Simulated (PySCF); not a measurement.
SnCl3I, SMILES [Cl][Sn]([Cl])([I])[Cl].

Geometry: PBE0-D3(BJ)/def2-SVP. The structure was generated by enumeration; whether it is a known compound was not checked. The def2 effective core potentials stand for the cores of I, Sn; spin–orbit coupling is left out.

All values below come from ωB97X/def2-TZVP run with PySCF.

Isolated molecule, no solvent.

### Question
Estimate the frontier levels, gap, dipole moment and polarisability. (An estimate is asked for; the answer gives what the named calculation found.)

### Answer

| Quantity | Result |
|---|---|
| highest occupied level | -10.85 eV |
| lowest empty level | -1.60 eV |
| orbital gap | 9.25 eV |
| dipole moment | 1.66 D |
| quadrupole, principal values (traceless, Buckingham form, about the centre of nuclear charge) | -2.12, -2.12, 4.23 D·Å |
| mean static polarisability | 105.4 bohr³ (15.62 Å³) |
| polarisability, principal values | 96.6, 96.6, 123.2 bohr³ |
